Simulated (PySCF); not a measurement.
Calculated properties of [RuO3N]- (`[N]#[Ru-](=[O])(=[O])=[O]`)

Species: [RuO3N]- (charge -1 and singlet state).
Geometry (PBE0-D3(BJ)/def2-SVP, Å), atoms numbered from 1 in this order:
```xyz
5
NO3Ru angstrom
Ru    -0.0004    0.0001    0.0005
O     -0.0111   -0.0592    1.7135
O      1.6100   -0.0025   -0.5848
O     -0.8353    1.3907   -0.5537
N     -0.7632   -1.3291   -0.5755
```

**PBE0-D3(BJ)/def2-SVP geometry optimisation, gas phase, def2 core potentials past Kr (PySCF)**

| Quantity | Value |
| --- | --- |
| Point group | C3v |
| Rotational constants A, B, C | 4.393, 4.390, 3.990 GHz |

From wB97X-D/def2-SVPD ground state and vertical TDDFT (core frozen in the response) (PySCF):

| Item | Value |
| --- | --- |
| HOMO energy | -4.94 eV |
| LUMO energy | 3.51 eV |
| HOMO–LUMO gap | 8.45 eV |
| Lowest singlet excitation | 2.73 eV (455 nm, f = 0.000) |
| Strongest line among the 10 lowest singlet transitions | S4 at 3.72 eV (333 nm, f = 0.015) |
| Lowest triplet excitation (Tamm–Dancoff) | 2.32 eV |
| Static isotropic polarisability | 61.3 au |

Monoisotopic mass of the ion (most abundant isotopes, electron mass counted): 163.8927 u.

The rotational constants are those of an oblate symmetric top; the small spread among constants that symmetry makes equal is optimisation noise. 3 of the 10 computed singlets lie in the visible range (750 to 380 nm, 1.65 to 3.26 eV), with an oscillator strength of 0.002 in sum. The polarisability is 9.08 Å³ as a volume (1 au = 0.148185 Å³). S1 lies 5.72 eV below the HOMO–LUMO gap. With B = h/(8π²I), that is 505.379 GHz u Å² over I, the principal moments of inertia are 115.0, 115.1 and 126.7 u Å² (most abundant isotopes). The vertical singlet–triplet gap S1 − T1 is 0.41 eV (TDDFT singlet less Tamm–Dancoff triplet).

Atoms past krypton carry effective core potentials; spin–orbit coupling is left out. The geometry's basis has no diffuse functions, a weakness for an anion.

For the geometry optimisation (PBE0-D3(BJ)/def2-SVP), hardware: one thread, Arm Neoverse V2, no GPU (shared host). Cost: 16 s wall.
